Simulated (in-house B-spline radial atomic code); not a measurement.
Inner-shell binding energies (edges) and X-ray emission energies of free atoms and ions, as differences of relaxed hole-state energies with first-order Breit, QED and recoil terms, without correlation or multiplet splittings, in NIST's listed ground configurations. For neutral atoms such line energies lie within some 1 to 5 eV of tabulated X-ray lines (up to 20 eV for the heaviest). K = 1s, L3 = 2p3/2, M3 = 3p3/2. A dash marks a subshell that is part filled or wasn't run, or a line left out. Computed with a B-spline radial code for spherical atoms: Dirac-Hartree-Fock, average of the configuration, finite nuclei.

| ion | configuration | K edge (eV) | K-L3 (eV) | K-M3 (eV) |
| --- | --- | --- | --- | --- |
| Mo4+ | [Kr] 4d2 | 20060.9 | 17477.2 | 19603.5 |
| Tc4+ | [Kr] 4d3 | ? | ? | ? |
| Ru4+ | [Kr] 4d4 | 22183.2 | 19277.2 | 21653.6 |
| Rh4+ | [Kr] 4d5 | 23287.7 | 20213.7 | 22720.5 |
| Pd4+ | [Kr] 4d6 | 24421.4 | 21174.8 | 23815.6 |
| Ag4+ | [Kr] 4d7 | 25584.5 | 22160.7 | 24939.2 |
| Cd4+ | [Kr] 4d8 | 26777.4 | 23171.7 | 26091.4 |
| In4+ | [Kr] 4d9 | ? | ? | ? |
| Sn4+ | [Kr] 4d10 | ? | ? | ? |
| Te4+ | [Kr] 4d10 5s2 | 31869.1 | 27470.7 | 30992 |

**Question.** Fill in the row of Tc4+.

**Answer.** K edge (eV): 21107.7; K-L3 (eV): 18365.2; K-M3 (eV): 20614.7.

**Question.** Fill in the row of In4+.

**Answer.** K edge (eV): 28000.3; K-L3 (eV): 24208; K-M3 (eV): 27272.5.

**Question.** Fill in the row of Sn4+.

**Answer.** K edge (eV): 29253.3; K-L3 (eV): 25269.9; K-M3 (eV): 28482.8.
